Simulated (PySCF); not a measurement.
C₂H₈OSi₃, SMILES O[Si@H]1C=C[Si@@H]1[SiH3].

Geometry: B3LYP-D3(BJ)/def2-SVP. The structure was generated by enumeration; whether it is a known compound was not checked. The values are those of a single conformer.

Two levels are set side by side: PBE/def2-TZVP (PySCF) and HF/def2-TZVP (PySCF). Same geometry, gas phase. Differences are taken from unrounded values.

```tsv
quantity	PBE
orbital gap (eV)	4.11
highest occupied level (eV)	-6.12
lowest empty level (eV)	-2.01
dipole moment (D)	1.58
mean polarisability (bohr³)	114.7
```

### Question
These are the PBE values. What does HF give? (The exact figures need the calculation; the answer reports its results.)

### Answer

```
quantity                        HF  PBE minus HF
---------------------------  -----  ------------
orbital gap (eV)             12.19         -8.08
highest occupied level (eV)  -9.68          3.56
lowest empty level (eV)       2.51         -4.52
dipole moment (D)             1.67         -0.09
mean polarisability (bohr³)  102.1          12.6
```

PBE's occupied levels lie high since its potential decays too fast outside the molecule; exact exchange lowers them and widens the gap. Loosely held outer electrons make PBE densities more polarisable. Differences between two approximate levels are no errors against the true value.

Rough cost on one machine, each run with all the roots and properties that it gave: HF against PBE about 1/3.
